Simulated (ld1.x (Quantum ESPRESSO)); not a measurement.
# phosphorus (P): variants of one RRKJ potential

Base potential:

P, norm-conserving RRKJ (Kleinman–Bylander form), made with ld1.x (Quantum ESPRESSO) 7.5 (LDA (PZ), scalar-relativistic). Core [Ne], reference 3s1 3p4. Waves: 3s (bound): rc 1.35 bohr; 3p (bound): rc 1.25 bohr. Local part: all-electron potential smoothed inside 0.95 bohr (lloc = -1). Core correction: none. rho0 = 0.01.

Cutoffs, loose and tight: the cutoffs (Ry, on a coarse ladder) from which the occupation-weighted sum of valence levels, in a spherical-Bessel basis at the reference potential, stays within 10 and 1 mRy of its value at 400 Ry. They do not see the model core or the augmentation charge, which bear on the density cutoff. Test errors are all-electron minus pseudo excitation energies from the reference, over the configurations 3s2 3p3; 3s2 3p2; 3s2 3p1; 3s2 3p2.5; 3s1 3p3; 3s1 3p0; 3s0 3p5 (two spin-polarised tests are not counted in the largest error). A dash means not determined; rows that change the core or the reference have their own tests. The largest error is taken over the tests solved by every variant that gives reliable tests at all: 3s0 3p5; 3s1 3p3; 3s2 3p1; 3s2 3p2; 3s2 3p2.5; 3s2 3p3.

A true bound ghost makes a file unfit for plane-wave use even where its test errors are small: the radial tests pick states by their node count and pass the ghost by. Where a test does run into it, the solver fails or the error is huge.

```csv
change,outcome,"cutoff, loose","cutoff, tight",bound ghosts,largest test error (meV)
base,generated,70 Ry,90 Ry,s,+78
core correction a·sin(br)/r model core inside 1.06 bohr,generated,70 Ry,90 Ry,s,+57
"all radii scaled by about 1.28 (s 1.72, p 1.60 bohr); local potential all-electron potential smoothed inside 1.20 bohr (lloc = -1)",generated,35 Ry,50 Ry,none,+34
wave 3s (bound): rc 1.35 bohr becomes 3s (bound): rc 1.32 bohr,generated,70 Ry,90 Ry,s,+82
local potential the p channel,generated,70 Ry,120 Ry,none,+26
functional BLYP,generated,70 Ry,90 Ry,none,+77
"type ultrasoft; waves now 3s (bound): rcut 1.15, rcutus 1.35 bohr; 3s channel at 0.75 Ry: rcut 1.15, rcutus 1.35 bohr; 3p (bound): rcut 1.10, rcutus 1.25 bohr; 3p channel at 0.6 Ry: rcut 1.10, rcutus 1.25 bohr; local potential all-electron potential smoothed inside 1.10 bohr (lloc = -1); augmentation PSQ, inside the norm-conserving radii; rho0 0",generated,35 Ry,40 Ry,"p, s",+12
wave 3p (bound): rc 1.25 bohr becomes 3p (bound): rc 1.88 bohr,generated,25 Ry,50 Ry,s,+170
reference 3s2 3p3,generated,70 Ry,80 Ry,s,+737
core correction a·sin(br)/r model core inside 0.90 bohr,generated,70 Ry,90 Ry,s,+57
```

Question: What comes out with this change to the base: local potential all-electron potential smoothed inside 0.86 bohr (lloc = -1)?

Answer: outcome: generated; cutoff, loose: 70 Ry; cutoff, tight: 90 Ry; bound ghosts: s; largest test error (meV): +9.4.
